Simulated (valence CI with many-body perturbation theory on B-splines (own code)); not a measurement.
Values are calculated unless marked as measured or tabulated.
**Level structure of Rh39+**

Method: configuration interaction combined with many-body perturbation theory (CI+MBPT): four valence electrons over a frozen Dirac-Fock core [He], a basis of 9 s, 9 p, 8 d, 6 f, 3 g, 1 h functions for each j, with the one-electron correlation potential Σ1, the two-electron term Σ2, the three-electron term Σ3, Breit, model QED; selected CI, second order for the rest, scaled by the run's own slope (own B-spline code, finite nucleus).

No measured spectrum was set against this ion. As an estimate, large intervals hold to a few tenths of a per cent, small ones and those within an open d or f shell to about a per cent. Among the levels kept, up to 1000 cm⁻¹ of a level comes from second order outside the variational space, and about a tenth of that is noise between levels of different J, which matters for small intervals.

Levels 1 to 45 of 51, with energies above the lowest level, (2s^2 2p1/2^2) J=0. "Leading %" is the weight of the configuration and term that name the level; weights of strongly mixed levels are sums over their largest components and can fall short, so below about 35 % the name and the second component can differ from the true leading terms, or belong to a minority configuration. In the jj column 3d3/2^4 stands for four electrons in 3d with j = 3/2.

| No. | Configuration | Term | J | E (eV) | Leading % | Second component | g | Leading jj |
| --- | --- | --- | --- | --- | --- | --- | --- | --- |
| 1 | 2s²2p² | ³P | 0 | 0.0 | 73 | 26 % 2s²2p² ¹S |  | 2s^2 2p1/2^2 (99 %) |
| 2 | 2s²2p² | ³P | 1 | 143.2 | 100 |  | 1.489 | 2s^2 2p1/2 2p3/2 (100 %) |
| 3 | 2s²2p² | ¹D | 2 | 156.5 | 59 | 40 % 2s²2p² ³P | 1.190 | 2s^2 2p1/2 2p3/2 (99 %) |
| 4 | 2s2p³ | ⁵S° | 2 | 284.2 | 47 | 38 % 2s2p³ ³P° | 1.662 | 2s 2p1/2^2 2p3/2 (92 %) |
| 5 | 2s²2p² | ³P | 2 | 309.2 | 59 | 40 % 2s²2p² ¹D | 1.285 | 2s^2 2p3/2^2 (98 %) |
| 6 | 2s2p³ | ³D° | 1 | 335.3 | 43 | 23 % 2s2p³ ³P° | 1.024 | 2s 2p1/2^2 2p3/2 (95 %) |
| 7 | 2s²2p² | ¹S | 0 | 341.0 | 72 | 26 % 2s²2p² ³P |  | 2s^2 2p3/2^2 (98 %) |
| 8 | 2s2p³ | ³D° | 2 | 421.2 | 52 | 39 % 2s2p³ ⁵S° | 1.496 | 2s 2p1/2 2p3/2^2 (94 %) |
| 9 | 2s2p³ | ³D° | 3 | 448.7 | 100 |  | 1.320 | 2s 2p1/2 2p3/2^2 (100 %) |
| 10 | 2s2p³ | ³P° | 0 | 477.2 | 100 |  |  | 2s 2p1/2 2p3/2^2 (100 %) |
| 11 | 2s2p³ | ³D° | 1 | 487.8 | 37 | 33 % 2s2p³ ³S° | 1.277 | 2s 2p1/2 2p3/2^2 (96 %) |
| 12 | 2s2p³ | ¹D° | 2 | 497.7 | 67 | 22 % 2s2p³ ³D° | 1.103 | 2s 2p1/2 2p3/2^2 (94 %) |
| 13 | 2s2p³ | ³P° | 1 | 503.0 | 40 | 30 % 2s2p³ ¹P° | 1.419 | 2s 2p1/2 2p3/2^2 (96 %) |
| 14 | 2s2p³ | ³P° | 2 | 624.6 | 50 | 26 % 2s2p³ ¹D° | 1.357 | 2s 2p3/2^3 (94 %) |
| 15 | 2p⁴ | ³P | 2 | 655.2 | 72 | 27 % 2p⁴ ¹D | 1.352 | 2p1/2^2 2p3/2^2 (98 %) |
| 16 | 2s2p³ | ¹P° | 1 | 669.7 | 47 | 28 % 2s2p³ ³S° | 1.231 | 2s 2p3/2^3 (96 %) |
| 17 | 2p⁴ | ¹S | 0 | 690.1 | 55 | 44 % 2p⁴ ³P |  | 2p1/2^2 2p3/2^2 (97 %) |
| 18 | 2p⁴ | ³P | 1 | 805.7 | 100 |  | 1.490 | 2p1/2 2p3/2^3 (100 %) |
| 19 | 2p⁴ | ¹D | 2 | 820.2 | 73 | 27 % 2p⁴ ³P | 1.122 | 2p1/2 2p3/2^3 (99 %) |
| 20 | 2p⁴ | ³P | 0 | 989.3 | 56 | 43 % 2p⁴ ¹S |  | 2p3/2^4 (98 %) |
| 21 | 2s²2p3s | ³P° | 0 | 3337.8 | 99 |  |  | 2s^2 2p1/2 3s (99 %) |
| 22 | 2s²2p3s | ³P° | 1 | 3340.0 | 68 | 31 % 2s²2p3s ¹P° | 1.332 | 2s^2 2p1/2 3s (99 %) |
| 23 | 2s²2p3p | ³D | 1 | 3382.2 | 72 | 23 % 2s²2p3p ¹P | 0.660 | 2s^2 2p1/2 3p1/2 (99 %) |
| 24 | 2s²2p3p | ³P | 0 | 3404.8 | 71 | 27 % 2s²2p3p ¹S |  | 2s^2 2p1/2 3p1/2 (97 %) |
| 25 | 2s²2p3p | ³P | 1 | 3433.2 | 41 | 27 % 2s²2p3p ³S | 1.523 | 2s^2 2p1/2 3p3/2 (89 %) |
| 26 | 2s²2p3p | ³D | 2 | 3437.5 | 58 | 26 % 2s²2p3p ¹D | 1.165 | 2s^2 2p1/2 3p3/2 (98 %) |
| 27 | 2s2p²3s | ⁵P | 1 | 3468.4 | 55 | 20 % 2s2p²3s ³S | 2.133 | 2s 2p1/2^2 3s (84 %) |
| 28 | 2s²2p3d | ³F° | 2 | 3475.5 | 74 | 20 % 2s²2p3d ¹D° | 0.758 | 2s^2 2p1/2 3d3/2 (99 %) |
| 29 | 2s2p²3s | ³P | 0 | 3484.7 | 75 | 23 % 2s2p²3s ¹S |  | 2s 2p1/2^2 3s (93 %) |
| 30 | 2s²2p3d | ³D° | 1 | 3490.3 | 50 | 27 % 2s²2p3d ¹P° | 0.845 | 2s^2 2p1/2 3d3/2 (93 %) |
| 31 | 2s²2p3s | ³P° | 2 | 3493.5 | 40 | 28 % 2s²2p3d ³P° | 1.363 | 2s^2 2p1/2 3d5/2 (58 %) |
| 32 | 2s²2p3d | ³F° | 3 | 3498.7 | 51 | 26 % 2s²2p3d ¹F° | 1.110 | 2s^2 2p1/2 3d5/2 (98 %) |
| 33 | 2s²2p3s | ³P° | 2 | 3501.9 | 58 | 18 % 2s²2p3d ³P° | 1.400 | 2s^2 2p3/2 3s (58 %) |
| 34 | 2s²2p3s | ¹P° | 1 | 3503.2 | 66 | 29 % 2s²2p3s ³P° | 1.148 | 2s^2 2p3/2 3s (95 %) |
| 35 | 2s2p²3p | ⁵D° | 0 | 3512.1 | 58 | 38 % 2s2p²3p ³P° |  | 2s 2p1/2^2 3p1/2 (93 %) |
| 36 | 2s2p²3p | ⁵D° | 1 | 3514.4 | 30 | 28 % 2s2p²3p ³P° | 1.481 | 2s 2p1/2^2 3p1/2 (86 %) |
| 37 | 2s²2p3p | ³P | 1 | 3551.3 | 52 | 21 % 2s²2p3p ³S | 1.434 | 2s^2 2p3/2 3p1/2 (95 %) |
| 38 | 2s²2p3p | ³D | 2 | 3554.0 | 40 | 31 % 2s²2p3p ¹D | 1.194 | 2s^2 2p3/2 3p1/2 (95 %) |
| 39 | 2s2p²3p | ⁵P° | 2 | 3564.1 | 28 | 25 % 2s2p²3p ⁵D° | 1.575 | 2s 2p1/2^2 3p3/2 (91 %) |
| 40 | 2s2p²3p | ³D° | 1 | 3568.6 | 40 | 17 % 2s2p²3p ¹P° | 1.064 | 2s 2p1/2^2 3p3/2 (92 %) |
| 41 | 2s²2p3p | ³D | 3 | 3587.1 | 90 | 6 % 2s2p²3s ³D | 1.335 | 2s^2 2p3/2 3p3/2 (90 %) |
| 42 | 2s2p²3s | ⁵P | 2 | 3588.1 | 84 | 5 % 2s2p²3s ³P | 1.740 | 2s 2p1/2 2p3/2 3s (93 %) |
| 43 | 2s²2p3p | ¹P | 1 | 3588.6 | 47 | 41 % 2s²2p3p ³S | 1.392 | 2s^2 2p3/2 3p3/2 (94 %) |
| 44 | 2s2p²3d | ⁵F | 1 | 3601.6 | 50 | 29 % 2s2p²3d ³D | 0.392 | 2s 2p1/2^2 3d3/2 (93 %) |
| 45 | 2s²2p3p | ³P | 2 | 3604.4 | 49 | 35 % 2s²2p3p ¹D | 1.305 | 2s^2 2p3/2 3p3/2 (84 %) |

The ionisation energy to 2s²2p ²P°1/2 of the next ion comes out as 5950.5 eV (NIST: 5940 ± 7 eV (semi-empirical)). All 51 levels together are meant to be complete up to 3633.3 eV.
